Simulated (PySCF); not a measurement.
B3LYP has the VWN-RPA correlation part, as in Gaussian. Excitations are Tamm–Dancoff values on a coarser integration grid. The basis has no diffuse functions, so Rydberg states are missing or too high.

Z-matrix (Å, degrees):
```
Si
O 1 1.5919
H 2 0.9628 1 125.65
O 1 1.5934 2 113.06 3 160.97
H 4 0.9632 1 124.27 2 -15.86
O 1 1.5967 2 119.95 3 14.74
H 6 0.9626 1 125.51 2 109.10
O 1 1.8169 2 103.75 3 -88.55
H 8 0.9716 1 123.06 2 -65.29
H 8 0.9724 9 112.02 1 153.18
```
Charge +1, spin multiplicity 1.

**Question.** What S1 oscillator strength, S1–T1 gap (TDA), S1 excitation (TDA), T1 excitation (TDA) and adiabatic ionisation energy (no zero-point term) does PySCF with B3LYP-D3(BJ)/def2-TZVP give?

**Answer.** 
```json
{
  "S1 oscillator strength": "0.006",
  "S1–T1 gap (TDA)": "0.22 eV",
  "S1 excitation (TDA)": "7.81 eV",
  "T1 excitation (TDA)": "7.59 eV",
  "adiabatic ionisation energy (no zero-point term)": "16.35 eV"
}
```
